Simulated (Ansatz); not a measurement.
Breaking the Mg1–H2 bond in HIMg (SMILES [MgH][I]) (multiplicity 1 held, fragments rigid). Energies count from the point at 1.682 Å.
Geometry at that point (charge 0, multiplicity 1):
```xyz
3

Mg     0.0000     0.0000    -2.0283
H      0.0000     0.0000    -3.7107
I      0.0000     0.0000     0.5292
```

Unrestricted levels (U-) break spin symmetry where that is lower. Active spaces are followed from a long bond inwards. Curves can end on different states.

Frozen-core correlation. Filled d and f shells under p-block atoms count as core.

Run with Ansatz (Gaussian basis) for Hartree–Fock, density functionals and correlated methods.  In def2 rows elements past Kr take small-core potentials, without spin–orbit coupling.

Q: Predict the energy at R = 5.384 Å from FIC-MRCISD+Q on CASSCF(2,2)/def2-TZVPPD.

A: 293 kJ/mol

Q: Estimate the energy at R = 5.384 Å that U-PBE/def2-TZVPPD returns for this input.

A: 278 kJ/mol

Q: Give the energy at R = 5.384 Å at the level U-HF/def2-TZVPPD.

A: 209 kJ/mol

Doubts at one or more of the structures used: a spin-contaminated determinant (U-HF/def2-TZVPPD, U-PBE/def2-TZVPPD).

Ansatz is a first-principles code.
